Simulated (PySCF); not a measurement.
# Shifts of the heteroatoms

Bonds (- single, = double, # triple, : aromatic): C1-C2, C2-C3, C2-O4, O4-Si5, Si5-C6, C6-C7, C6-C8, C6-C9. C1 carries H10, H11, H12; C2 carries H13; C3 carries H14, H15, H16; Si5 carries H17, H18; C7 carries H19, H20, H21; C8 carries H22, H23, H24; C9 carries H25, H26, H27.

Non-relativistic Hamiltonian, one conformer, averaged over atoms made equivalent by symmetry, fast rotation or ring inversion, no solvent. σ from GIAO-PBE0/pcSseg-1; GFN2-xTB structure; PySCF 2.14.0 with density-fitted response routines.

(1) Where does $^{29}$Si resonate?

(2) Predict the $^{17}$O NMR data.

Results:

(1) 
| atoms | environment | σ (ppm) | δ (ppm) |
| --- | --- | --- | --- |
| Si5 | silicon bonded to C, O, 2 H | 367.7 | -22.3 |

Shieldings were converted by a linear fit to measured shifts: $^{29}$Si (scatter 8.9 ppm rms, 25.8 ppm with the 6 outliers that the fit left out vs TMS, solution or neat liquid). Occasional misses reach two or three times the rms, and more in compound classes unlike the fitted ones.

On a 500 MHz spectrometer $^{29}$Si resonates near 99.3 MHz, so 1 ppm is 99.3 Hz.

(2) 
| atoms | environment | σ (ppm) | δ (ppm) |
| --- | --- | --- | --- |
| O4 | oxygen bonded to C, Si | 278.2 | 13.3 |

Shieldings were converted by a linear fit to measured shifts: $^{17}$O: δ = 266.70 − 0.911σ (rms 10.7 ppm, 155 shifts, 12.2 ppm with the 3 outliers that the fit left out vs liquid water, solution or neat liquid). A few per cent of atoms miss by over 2 rms, more outside the fitted compound classes.

On a 500 MHz spectrometer $^{17}$O resonates near 67.8 MHz, so 1 ppm is 67.8 Hz.
